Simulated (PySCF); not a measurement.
C2H3BF2O, SMILES FB(C(=O)C)F. Atoms are numbered in the order given.

```xyz
9

C     -0.8733    -1.7658     0.0000
C      0.2712    -0.7788     0.0000
O      1.4351    -1.1233     0.0000
B     -0.0724     0.8011     0.0000
F      0.8846     1.7009     0.0000
F     -1.3290     1.2153     0.0000
H     -1.5116    -1.6019    -0.8842
H     -1.5116    -1.6019     0.8842
H     -0.4844    -2.7933     0.0000
```

Coordinates come from a ωB97X-D3(BJ)/def2-SVP optimisation. This is a generated structure with no PubChem entry under its InChIKey; it may be hypothetical. One conformer was computed; it need not be the lowest.

Computed with PBE/pcSseg-1 in PySCF.

GIAO shieldings, no solvent; atoms listed in one row are averaged. δ = σ(ref) − σ: ¹³C against TMS (σ = 182.0 ppm); ¹⁷O against H2O (σ = 334.3 ppm); ¹¹B against BF3 (σ = 83.9 ppm); ¹⁹F against CFCl3 (σ = 133.6 ppm); ¹H against TMS (σ = 31.49 ppm), references at their B3LYP-D3(BJ)/def2-TZVP geometries, non-relativistic.

Q: Estimate the chemical shifts. (An estimate is asked for; the answer gives what the named calculation found.)

A: 
```
nucleus       atoms  count  δ (ppm)
-------  ----------  -----  -------
¹³C              C2      1    227.0
¹³C              C1      1     43.0
¹⁷O              O3      1    894.9
¹¹B              B4      1     -3.4
¹⁹F              F5      1   -105.1
¹⁹F              F6      1   -107.7
¹H       H7, H8, H9      3     2.78
```
